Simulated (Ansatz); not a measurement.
Species: sum formula SiBr2Cl, net charge 0, doublet state. It need not be the lowest isomer of its formula. 
Coordinates optimised at B3LYP-D3(BJ)/def2-TZVP (Ansatz, an electronic-structure program):
```xyz
4

Cl    -0.3491    -0.6659     2.2179
Si    -0.4102    -0.5939     0.1593
Br     1.6635    -0.7752    -0.6519
Br    -1.3299     1.3362    -0.4891
```
Charge 0, spin multiplicity 2.

Wanted: vertical electron affinity (to the singlet state of charge -1; a negative value means that the extra electron is unbound and the number depends on the basis; each state is the SCF solution reached for its spin), in eV. Correlated levels leave the core frozen unless marked. Open shells are spin-unrestricted. Spin-orbit coupling is left out. The frozen core is the preceding noble-gas configuration, with the filled d and f shells of earlier blocks. No relativistic terms. Anions need diffuse functions: def2-D sets add few. Basis-set limits of correlation are two-point, X^-3; Hartree-Fock from the larger set. The bracket is a focal-point correction in the basis named.

RI-MP2/CBS(def2-TZVPPD,def2-QZVPPD)+[CCSD(T)-MP2]/def2-TZVPPD (Ansatz) gives 2.26 eV.

Q: Another calculation gave 2.34 eV. Which level was it?
A. r2SCAN/def2-TZVPD (Ansatz)
B. SVWN5/def2-TZVPD (Ansatz)
C. B2PLYP/def2-TZVPD (Ansatz)

A: B, SVWN5/def2-TZVPD (Ansatz). The others give 2.11 (B2PLYP), 1.97 (r2SCAN) eV.
